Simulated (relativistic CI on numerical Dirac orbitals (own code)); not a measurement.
# Calculated levels, Ho XX

Calculated at this level of theory: Dirac-Coulomb-Breit CI, separate exchange-only KLI orbitals for each configuration, model QED (radiative potential, 1s self-energy scaled to tabulated hydrogen-like ionisation energies), unscaled Slater integrals (own radial code, finite nucleus).

Configurations in the expansion (outside the closed core [Ar] 3d10): 4s2 4p6 4d10 4f2, 4s2 4p6 4d10 4f 5s, 4s2 4p6 4d10 5s2, 4s2 4p6 4d10 4f 5p, 4s2 4p6 4d10 5s 5p, 4s2 4p6 4d9 4f3, 4s2 4p6 4d10 5p2, 4s2 4p6 4d10 5s 5d, 4s2 4p6 4d10 4f 5d, 4s2 4p6 4d10 5p 5d, 4s2 4p5 4d10 4f3, 4s2 4p6 4d10 4f 5f, 4s2 4p6 4d9 4f2 5s, 4s2 4p6 4d10 5d2, 4s2 4p6 4d10 4f 6s, 4s2 4p6 4d10 4f 6p, 4s2 4p6 4d10 4f 5g, 4s2 4p6 4d9 4f2 5p, 4s 4p6 4d10 4f3, 4s2 4p6 4d10 4f 6d, 4s2 4p6 4d10 4f 7s, 4s2 4p6 4d10 4f 6g, 4s2 4p5 4d10 4f2 5s, 4s2 4p6 4d9 4f2 5f, 4s 4p6 4d10 4f 5s2, 4s2 4p6 4d9 4f2 6p, 4s 4p6 4d10 4f 5p2, 4s 4p6 4d10 4f 5s 5d. Double excitations out of closed p, d and f shells are left out; levels of such configurations are missing from the list, as are those of other unlisted configurations, and high levels can miss mixing partners.

The lowest level is 4s2 4p6 4d10 4f2 3H_4, with 93 % of that term; Hund's rules for 4s2 4p6 4d10 4f2 give 3H with J = 4, in agreement.

```tsv
No.	Configuration	Term	J	E (cm⁻¹)	%	Landé g
1	4s2 4p6 4d10 4f2	3H	4	0	93	0.813
2	4s2 4p6 4d10 4f2	3H	5	10768	100	1.031
3	4s2 4p6 4d10 4f2	3F	2	13643	94	0.685
4	4s2 4p6 4d10 4f2	3H	6	20944	99	1.163
5	4s2 4p6 4d10 4f2	3F	3	21215	100	1.082
6	4s2 4p6 4d10 4f2	3F	4	21370	48	1.107
7	4s2 4p6 4d10 4f2	3F	4	34848	52	1.124
8	4s2 4p6 4d10 4f2	1D	2	48231	75	1.078
9	4s2 4p6 4d10 4f2	3P	0	56013	97	
10	4s2 4p6 4d10 4f2	1I	6	59039	98	1.000
11	4s2 4p6 4d10 4f2	3P	1	59936	100	1.499
12	4s2 4p6 4d10 4f2	3P	2	66920	80	1.398
13	4s2 4p6 4d10 4f2	1S	0	131021	97	
14	4s2 4p6 4d10 4f 5s	3F°	2	346440	99	0.664
15	4s2 4p6 4d10 4f 5s	3F°	3	348906	80	1.066
16	4s2 4p6 4d10 4f 5s	3F°	4	359526	99	1.249
17	4s2 4p6 4d10 4f 5s	1F°	3	365430	80	1.014
18	4s2 4p6 4d10 4f 5p	3G	3	614758	67	0.840
19	4s2 4p6 4d10 4f 5p	3F	2	619355	57	0.837
20	4s2 4p6 4d10 4f 5p	3D	3	629257	43	1.169
21	4s2 4p6 4d10 4f 5p	3G	4	632725	41	1.101
22	4s2 4p6 4d10 4f 5p	3F	3	716890	38	0.958
23	4s2 4p6 4d10 4f 5p	3G	4	726672	51	1.140
24	4s2 4p6 4d10 4f 5p	3D	2	726689	45	0.940
25	4s2 4p6 4d10 4f 5p	3D	1	735905	100	0.496
26	4s2 4p6 4d10 4f 5p	3D	3	736525	54	1.192
27	4s2 4p6 4d10 4f 5p	3G	5	740640	100	1.199
28	4s2 4p6 4d10 4f 5p	1G	4	740780	72	1.054
29	4s2 4p6 4d10 4f 5p	1D	2	753665	60	1.050
30	4s2 4p6 4d10 5s2	1S	0	762625	99
```

Energies count from the lowest computed level; ° marks odd parity.

The mean weight of the leading LS term, summed over parents, in these 30 levels is 77 %, and that of the leading jj configuration (from the same eigenvectors) 89 %, so jj coupling describes them better and the LS labels are nominal.

At this charge transitions that keep the count of f electrons are usually good to a few per cent. Terms inside the open d or f shell come out 10 to 20 % too wide with unscaled integrals. Levels that differ in their count of f electrons can be misplaced by several ten thousand cm⁻¹, since the correlation energy of f electrons is missing or only estimated; rates across such gaps can be off by orders of magnitude.

Landé's interval rule says that E(J) − E(J−1) = AJ with one A. For the ground term the intervals give A = 2153.5, 1696.1 cm⁻¹ for J = 5, 6; the multiplet is regular.

LS names give the leading component of a level, which can be under half, so a name can repeat, a term be missing and a line seem to break the LS rules.
